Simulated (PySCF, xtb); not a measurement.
Ta(O)(F)2(OMe) (CH3F2O2Ta), SMILES C[O][Ta](=[O])([F])[F], multiplicity 1. Other conformers were not sampled.

Harmonic wavenumbers (cm⁻¹) from GFN2-xTB (xtb) at its own minimum, in rising order: 59, 77, 80, 129, 168, 184, 217, 267, 381, 403, 422, 790, 1112, 1122, 1125, 1387, 1445, 1448, 2915, 2931, 2937.

Task: What does B3LYP-D3(BJ)/def2-SVP (PySCF) give at its own minimum? (The exact figures need the calculation; the answer reports its results.)

Result: 78, 84, 95, 160, 196, 210, 261, 301, 580, 682, 688, 998, 1158, 1172, 1187, 1466, 1466, 1468, 3019, 3113, 3120. Paired by order, the mean absolute difference is 91 cm⁻¹ and the zero-point energies are 28.0 and 30.7 kcal/mol.
